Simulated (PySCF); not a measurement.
1-methyl-1H-indene (`C[C@H]1C=Cc2ccccc21`). The geometry is computed with GFN2-xTB (gas phase).

```
atom  x, y, z in Å
C1    -2.1354   -1.3198    0.0246
C2    -1.4650   -0.0183   -0.4203
C3    -1.7454    1.1291    0.5104
C4    -0.6158    1.6433    1.0047
C5     0.5209    0.9150    0.4726
C6     1.8813    1.0653    0.6835
C7     2.7491    0.2039    0.0309
C8     2.2688   -0.7864   -0.8125
C9     0.9049   -0.9394   -1.0278
C10    0.0365   -0.0862   -0.3837
H11   -1.8020   -1.5867    1.0249
H12   -1.8772   -2.1290   -0.6540
H13   -3.2168   -1.2042    0.0356
H14   -1.8110    0.2257   -1.4321
H15   -2.7486    1.4516    0.7262
H16   -0.5271    2.4686    1.6892
H17    2.2581    1.8354    1.3410
H18    3.8146    0.3029    0.1816
H19    2.9648   -1.4462   -1.3104
H20    0.5403   -1.7141   -1.6874
```

(1) Which two atoms are farthest apart?

(2) Work out the bond lengths C1–H13, C2–C10, C3–H15, C7–H18 in Å.

(3) Give the dihedral angles C6–C5–C10–C2, C7–C8–C9–C10, H19–C8–C9–C10, H16–C4–C5–C10, C8–C9–C10–C2.

(4) How far are the heavy atoms from their best plane (unweighted least squares)?

(5) Where is the centre of mass (commonest isotopes), and what is the radius of gyration?

(6) How far apart are these pairs, which share no bond: C2···H12, C3···H17, C4···H20, C5···H12, C8···H14, H11···H15, H14···H20?

(7) What are the angles C1–C2–C10, C3–C4–C5, C4–C5–C6, C4–C5–C10, C7–C6–H17, C2–C10–C9?

Results:

(1) H13···H18, 7.19 Å; the next longest distance is 6.72 Å.

(2) For C1–H13 the difference vector is (-1.0814, 0.1156, 0.0110) Å, of length 1.0876 Å. C1–H13 1.088; C2–C10 1.503; C3–H15 1.076; C7–H18 1.081 Å.

(3) C6–C5–C10–C2 180° (antiperiplanar); C7–C8–C9–C10 0° (synperiplanar); H19–C8–C9–C10 180° (antiperiplanar); H16–C4–C5–C10 180° (antiperiplanar); C8–C9–C10–C2 180° (antiperiplanar). Dihedral signs follow IUPAC: positive where, seen along the central bond, the front bond turns clockwise onto the rear one.

(4) 0.279 Å rms; C1 0.64, C2 0.37, C3 0.20, C4 0.03, C5 0.03, C6 0.22, C7 0.17, C8 0.06, C9 0.25, C10 0.21 Å (magnitudes).

(5) Mass 130.078 u; centre at (0.203, 0.153, 0.007) Å; Rg = √(Σ m r²/M) = 2.105 Å. As Ia + Ib + Ic = 2 Σ m r², the three principal moments sum to 1152.8 u·Å².

(6) C2···H12 2.163 Å (2 bonds apart); C3···H17 4.149 Å (4 bonds apart); C4···H20 4.456 Å (4 bonds apart); C5···H12 4.036 Å (4 bonds apart); C8···H14 4.249 Å (4 bonds apart); H11···H15 3.196 Å (4 bonds apart); H14···H20 3.059 Å (4 bonds apart).

(7) From the scalar product of the two bond vectors; for C1–C2–C10 it is -0.9020 Å² over 1.5301 × 1.5035 Å², cos θ = -0.3921. C1–C2–C10 113.1°; C3–C4–C5 109.5°; C4–C5–C6 131.2°; C4–C5–C10 108.1°; C7–C6–H17 120.7°; C2–C10–C9 130.3°.

GFN2-xTB frequencies: not computed here.
